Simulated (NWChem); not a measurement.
System: C4H4F2; SMILES FC(C=C=C)F

Input file for NWChem:

```
start job
memory heap 200 mb stack 900 mb global 1100 mb
geometry units angstroms noautoz
  C      0.282394    -2.789387     0.000000
  C     -0.174608    -1.565990     0.000000
  C     -0.618858    -0.334249     0.000000
  C      0.286080     0.855287     0.000000
  F      0.040808     1.623331    -1.086953
  F      0.040808     1.623331     1.086953
  H      0.478166    -3.319807    -0.937676
  H      0.478166    -3.319807     0.937676
  H     -1.694356    -0.119024     0.000000
  H      1.352846     0.574356     0.000000
end
basis spherical
  C library def2-svp
  F library def2-svp
  H library def2-svp
end
dft
  xc b3lyp
  grid xcoarse
  iterations 150
  mulliken
end
task dft gradient
```

Excerpt of the output:

```
             Northwest Computational Chemistry Package (NWChem) 7.3.0
             --------------------------------------------------------

 CS  symmetry detected

                             Geometry "geometry" -> ""
                             -------------------------

 Output coordinates in angstroms (scale by  1.889725989 to convert to a.u.)

  No.       Tag          Charge          X              Y              Z
 ---- ---------------- ---------- -------------- -------------- --------------
    1 C                    6.0000     0.27787727     2.79048615     0.00000000
    2 C                    6.0000    -0.17713817     1.56634890     0.00000000
    3 C                    6.0000    -0.61938808     0.33388837     0.00000000
    4 C                    6.0000     0.28747972    -0.85417706     0.00000000
    5 F                    9.0000     0.04345482    -1.62261821    -1.08695300
    6 F                    9.0000     0.04345482    -1.62261821     1.08695300
    7 H                    1.0000     0.47278797     3.32122325    -0.93767600
    8 H                    1.0000     0.47278797     3.32122325     0.93767600
    9 H                    1.0000    -1.69453529     0.11691778     0.00000000
   10 H                    1.0000     1.35378827    -0.57151474     0.00000000

 Effective nuclear repulsion energy (a.u.)     216.4931655472

      Symmetry information
      --------------------

 Group name             Cs
 Group number              2
 Group order               2
 No. of unique centers     8

                                 NWChem DFT Module
                                 -----------------

 Summary of "ao basis" -> "ao basis" (spherical)
 ------------------------------------------------------------------------------
       Tag                 Description            Shells   Functions and Types
 ---------------- ------------------------------  ------  ---------------------
 C                          def2-svp                 6       14   3s2p1d
 F                          def2-svp                 6       14   3s2p1d
 H                          def2-svp                 3        5   2s1p

      Symmetry analysis of basis
      --------------------------

        a'         67
        a"         37

            General Information
            -------------------
          SCF calculation type: DFT
          Wavefunction type:  closed shell.
          No. of atoms     :    10
          No. of electrons :    46
           Alpha electrons :    23
            Beta electrons :    23
          Charge           :     0
          Spin multiplicity:     1
          Use of symmetry is: on ; symmetry adaption is: on
          Maximum number of iterations: 150
          AO basis - number of functions:   104
                     number of shells:    48
          Convergence on energy requested:  1.00D-06
          Convergence on density requested:  1.00D-05
          Convergence on gradient requested:  5.00D-04

              XC Information
              --------------
                         B3LYP Method XC Potential
                     Hartree-Fock (Exact) Exchange  0.200
                        Slater Exchange Functional  0.800 local
                    Becke 1988 Exchange Functional  0.720 non-local
              Lee-Yang-Parr Correlation Functional  0.810
                  VWN I RPA Correlation Functional  0.190 local

             Grid Information
             ----------------
          Grid used for XC integration:  xcoarse
          Radial quadrature: Mura-Knowles
          Angular quadrature: Lebedev.
          Tag              B.-S. Rad. Rad. Pts. Rad. Cut. Ang. Pts.
          ---              ---------- --------- --------- ---------
          C                   0.70       21          10.0       194
          F                   0.50       21          12.0       194
          H                   0.35       21          10.0       194
          Grid pruning is: on
          Number of quadrature shells:   168
          Spatial weights used:  Erf1

      Superposition of Atomic Density Guess
      -------------------------------------

 Sum of atomic energies:        -351.08138089

      Non-variational initial energy
      ------------------------------

 Total energy =    -353.908122
 1-e energy   =    -911.723488
 2-e energy   =     341.322200
 HOMO         =      -0.310501
 LUMO         =       0.010279

      Symmetry analysis of molecular orbitals - initial
      -------------------------------------------------

  Numbering of irreducible representations:

     1 a'          2 a"

  Orbital symmetries:

     1 a'          2 a"          3 a'          4 a'          5 a'
     6 a'          7 a'          8 a"          9 a'         10 a'
    11 a'         12 a'         13 a"         14 a'         15 a'
    16 a"         17 a'         18 a"         19 a"         20 a'
    21 a'         22 a"         23 a'         24 a"         25 a'
    26 a'         27 a'         28 a'         29 a"         30 a'
    31 a"         32 a'         33 a'

     ---------------------------------------------
      Total Density - Mulliken Population Analysis
     ---------------------------------------------

    Atom       Charge   Shell Charges
 -----------   ------   -------------------------------------------------------
    1 C    6     6.34   1.99  0.95  0.30  2.02  1.05  0.03
    2 C    6     5.85   1.99  0.99  0.29  1.83  0.71  0.04
    3 C    6     6.33   1.99  0.98  0.29  2.04  1.00  0.03
    4 C    6     5.05   1.99  0.88  0.18  1.45  0.46  0.10
    5 F    9     9.43   1.99  1.14  0.77  3.46  2.06  0.00
    6 F    9     9.43   1.99  1.14  0.77  3.46  2.06  0.00
    7 H    1     0.85   0.64  0.19  0.03
    8 H    1     0.85   0.64  0.19  0.03
    9 H    1     0.87   0.65  0.20  0.02
   10 H    1     1.00   0.72  0.25  0.02

   convergence    iter        energy       DeltaE   RMS-Dens  Diis-err
 ---------------- ----- ----------------- --------- --------- ---------
 d= 0,ls=0.0,diis     1   -354.0737033465 -5.71D+02  1.48D-02  1.04D+00
 d= 0,ls=0.0,diis     2   -354.0395812980  3.41D-02  7.38D-03  1.69D+00
 d= 0,ls=0.0,diis     3   -354.1887452367 -1.49D-01  1.81D-03  4.20D-02
 d= 0,ls=0.0,diis     4   -354.1911695505 -2.42D-03  8.37D-04  1.23D-02
 d= 0,ls=0.0,diis     5   -354.1925619440 -1.39D-03  2.41D-04  1.16D-03
  Resetting Diis
 d= 0,ls=0.0,diis     6   -354.1927071034 -1.45D-04  5.61D-05  3.98D-05
 d= 0,ls=0.0,diis     7   -354.1927125713 -5.47D-06  1.54D-05  8.65D-07
 d= 0,ls=0.0,diis     8   -354.1927125408  3.04D-08  7.92D-06  1.14D-06

         Total DFT energy =     -354.192712540849
      One electron energy =     -915.223264879918
           Coulomb energy =      388.597440036953
    Exchange-Corr. energy =      -44.060053245047
 Nuclear repulsion energy =      216.493165547163

 Numeric. integr. density =       46.005312712671

                  Occupations of the irreducible representations
                  ----------------------------------------------

                     irrep           alpha         beta
                     --------     --------     --------
                     a'               16.0         16.0
                     a"                7.0          7.0

                       DFT Final Molecular Orbital Analysis
                       ------------------------------------

 Vector   21  Occ=2.000000D+00  E=-3.521391D-01  Symmetry=a'
              MO Center=  2.4D-01, -8.3D-01, -8.5D-15, r^2= 2.7D+00
   Bfn.  Coefficient  Atom+Function         Bfn.  Coefficient  Atom+Function
  ----- ------------  ---------------      ----- ------------  ---------------
    60      0.360164   5 F  px               74      0.360164   6 F  px
   100      0.306913  10 H  s                46      0.271568   4 C  px
    63     -0.245566   5 F  px               77     -0.245566   6 F  px
    31     -0.202096   3 C  s               101      0.165568  10 H  s
    33      0.163576   3 C  py               18     -0.155583   2 C  px

 Vector   22  Occ=2.000000D+00  E=-2.908375D-01  Symmetry=a'
              MO Center=  8.3D-03,  1.8D+00,  2.4D-15, r^2= 2.6D+00
   Bfn.  Coefficient  Atom+Function         Bfn.  Coefficient  Atom+Function
  ----- ------------  ---------------      ----- ------------  ---------------
     4      0.390869   1 C  px               18      0.337597   2 C  px
     7      0.262901   1 C  px               21      0.211019   2 C  px
    95      0.146908   9 H  s                 5     -0.142018   1 C  py
    19     -0.127976   2 C  py               32     -0.125878   3 C  px
    47     -0.121497   4 C  py               46      0.110259   4 C  px

[...]

                         DFT ENERGY GRADIENTS

    atom               coordinates                        gradient
                 x          y          z           x          y          z
   1 C       0.525112   5.273254   0.000000   -0.002165  -0.005694   0.000000
   2 C      -0.334743   2.959970   0.000000    0.000324   0.000173   0.000000
   3 C      -1.170474   0.630958   0.000000    0.002923   0.003297   0.000000
   4 C       0.543258  -1.614161   0.000000   -0.002258  -0.002807   0.000000
   5 F       0.082118  -3.066304  -2.054043    0.000413   0.002231   0.003599
   6 F       0.082118  -3.066304   2.054043    0.000413   0.002231  -0.003599
   7 H       0.893440   6.276202  -1.771951    0.000094   0.000064  -0.001076
   8 H       0.893440   6.276202   1.771951    0.000094   0.000064   0.001076
   9 H      -3.202207   0.220943   0.000000   -0.001217   0.000235   0.000000
  10 H       2.558289  -1.080006   0.000000    0.001380   0.000205   0.000000
```

Level: B3LYP/def2-SVP. Geometry: optimised at PBE0/def2-SVP. B3LYP is NWChem's, with the RPA form of VWN correlation.
